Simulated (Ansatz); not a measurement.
The cluster MgTe2⁺. Charge 1, multiplicity 2. Geometry PBE-D4/def2-TZVP, that of the neutral singlet; atoms count from 1.

```xyz
3

Mg   -0.426   -1.163    0.684
Te    0.928   -0.263   -1.333
Te   -0.503    1.426    0.648
```

In the def2 sets Te takes a core potential; there is no spin–orbit coupling. The structure comes from a short search, and lower isomers may exist.

Question: Estimate the Mulliken populations from the PBE0/def2-TZVP orbitals of Ansatz.

Answer: 
| atom | charge (e) | spin (α − β) |
| --- | --- | --- |
| Mg1 | 0.83 | -0.07 |
| Te2 | 0.08 | 0.54 |
| Te3 | 0.08 | 0.54 |
Mulliken values and Mayer orders depend strongly on the basis.

Question: Where does the spin sit?

Answer: Summed by element: Mg -0.07, Te 1.07, of 1 unpaired in all. Largest on single atoms: Te2 0.54, Te3 0.54, Mg1 -0.07.

Question: And the Mayer bond orders between bonded heavy atoms (over 0.3)?

Answer: Mg1–Te2 0.88 (2.59 Å); Mg1–Te3 0.88 (2.59 Å); Te2–Te3 1.40 (2.97 Å).
